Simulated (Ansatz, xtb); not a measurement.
Two isomers of C2H7BFO+

We compare X, `CCB([OH2+])F`, a singlet, with Y, `C[OH+]B(C)F`, a singlet. Both are isolated ions in the gas phase, relaxed with PBE0-D3(BJ)/pcseg-1; the shapes shown needn't be the lowest conformers.

X (Å):

```yaml
atoms:
  - { symbol: C, position_ang: [-0.4802, -2.2189, -2.6254] }
  - { symbol: C, position_ang: [0.1057, -0.8156, -2.4590] }
  - { symbol: B, position_ang: [0.6187, -0.5066, -1.0555] }
  - { symbol: F, position_ang: [0.7487, -1.2238, 0.0112] }
  - { symbol: O, position_ang: [1.1064, 0.8787, -0.7542] }
  - { symbol: H, position_ang: [0.2569, -2.9929, -2.3889] }
  - { symbol: H, position_ang: [-0.8008, -2.3682, -3.6603] }
  - { symbol: H, position_ang: [-1.3519, -2.3696, -1.9806] }
  - { symbol: H, position_ang: [0.9486, -0.6625, -3.1577] }
  - { symbol: H, position_ang: [-0.6279, -0.0444, -2.7508] }
  - { symbol: H, position_ang: [1.4600, 1.1281, 0.1261] }
  - { symbol: H, position_ang: [1.1084, 1.6078, -1.4051] }
```

Y (Å):

```yaml
atoms:
  - { symbol: C, position_ang: [-0.0550, 0.7465, 2.1613] }
  - { symbol: C, position_ang: [0.9423, 0.5830, -1.7241] }
  - { symbol: B, position_ang: [1.0778, 0.8834, -0.2349] }
  - { symbol: F, position_ang: [2.0616, 1.4369, 0.4065] }
  - { symbol: O, position_ang: [-0.0066, 0.5337, 0.6855] }
  - { symbol: H, position_ang: [-0.9081, 1.3971, 2.3552] }
  - { symbol: H, position_ang: [0.8904, 1.2248, 2.4137] }
  - { symbol: H, position_ang: [-0.1498, -0.2397, 2.6163] }
  - { symbol: H, position_ang: [-0.7984, 0.1093, 0.3048] }
  - { symbol: H, position_ang: [1.7801, -0.0564, -2.0382] }
  - { symbol: H, position_ang: [0.0075, 0.1069, -2.0367] }
  - { symbol: H, position_ang: [1.0630, 1.5178, -2.2907] }
```

Question: Estimate which is lower in electronic energy at CCSD(T)/def2-SVP + ΔMP2/def2-TZVPP, and by roughly how much.

Answer: Too close to call at this level: CCSD(T)/def2-SVP + ΔMP2/def2-TZVPP gives E(Y) − E(X) = −0.013 eV.

Level by level:

```json
{"level": "GFN2-xTB", "geometry": "GFN2-xTB", "E(Y) − E(X) (eV)": "−0.169", "departure from the last row (eV)": "−0.156", "job, with rough time for the two": "optimisation, 0.26 s"}
{"level": "HF/STO-3G", "geometry": "GFN2-xTB", "E(Y) − E(X) (eV)": "−0.357", "departure from the last row (eV)": "−0.344", "job, with rough time for the two": "single point, 0.28 s"}
{"level": "r2SCAN-D4/def2-SVP", "geometry": "GFN2-xTB", "E(Y) − E(X) (eV)": "−0.005", "departure from the last row (eV)": "+0.008", "job, with rough time for the two": "single point, 3.4 s"}
{"level": "PBE0-D3(BJ)/pcseg-1", "geometry": "PBE0-D3(BJ)/pcseg-1", "E(Y) − E(X) (eV)": "−0.055", "departure from the last row (eV)": "−0.042", "job, with rough time for the two": "optimisation, 81 s"}
{"level": "HF/def2-SVP", "geometry": "PBE0-D3(BJ)/pcseg-1", "E(Y) − E(X) (eV)": "−0.146", "departure from the last row (eV)": "−0.133", "job, with rough time for the two": "part of the CCSD(T) run"}
{"level": "MP2/def2-SVP", "geometry": "PBE0-D3(BJ)/pcseg-1", "E(Y) − E(X) (eV)": "+0.046", "departure from the last row (eV)": "+0.059", "job, with rough time for the two": "part of the CCSD(T) run"}
{"level": "CCSD(T)/def2-SVP", "geometry": "PBE0-D3(BJ)/pcseg-1", "E(Y) − E(X) (eV)": "−0.017", "departure from the last row (eV)": "−0.004", "job, with rough time for the two": "single point"}
{"level": "CCSD(T)/def2-SVP + ΔMP2/def2-TZVPP", "geometry": "PBE0-D3(BJ)/pcseg-1", "E(Y) − E(X) (eV)": "−0.013", "departure from the last row (eV)": "", "job, with rough time for the two": "single point, 32 s"}
```

As drawn, Y has 1 C–O, 1 C–H in place of 1 C–C, 1 O–H.

The largest departure from CCSD(T)/def2-SVP + ΔMP2/def2-TZVPP is that of HF/STO-3G, 0.344 eV. The last row adds to CCSD(T) the change of the MP2 difference between the two basis sets, here +0.004 eV.

With harmonic frequencies from PBE0-D3(BJ)/pcseg-1 (ideal gas, rigid rotor, one conformer each, 298.15 K, 1 atm): on the last row, ΔE + ΔZPE = +0.003 eV. A mode under 50 cm⁻¹ makes harmonic enthalpies and free energies unreliable, so none is given.

The correlated steps freeze 5 core orbitals. Programs: Ansatz 0.2.0, xtb 6.7.1; the last row on 2 threads of Arm Neoverse V1 on a shared host.
